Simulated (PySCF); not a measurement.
Electron correlation in N²⁺ (nitrogen, charge +2)

[He] 2s2 3s1, 2S determinant (an excited configuration). Calculation: PySCF 2.14, in x2c-TZVPPall with one added diffuse shell each of s, p, d type (6s4p3d1f, 40 functions); scalar relativity by spin-free X2C-1e. Frozen: 1s2; 3 electrons correlated.

MP2 pair energies summed by pair of shells (mhartree):

```csv
pair,energy,share (%)
2s-2s,-48.46,76.8
2s-3s,-14.68,23.2
```

Total MP2 correlation energy: -63.14 mhartree.

Same-spin part -4.23 and opposite-spin part -58.91 mhartree; SCS-MP2 scales them by 1/3 and 6/5 to -72.11 mhartree.
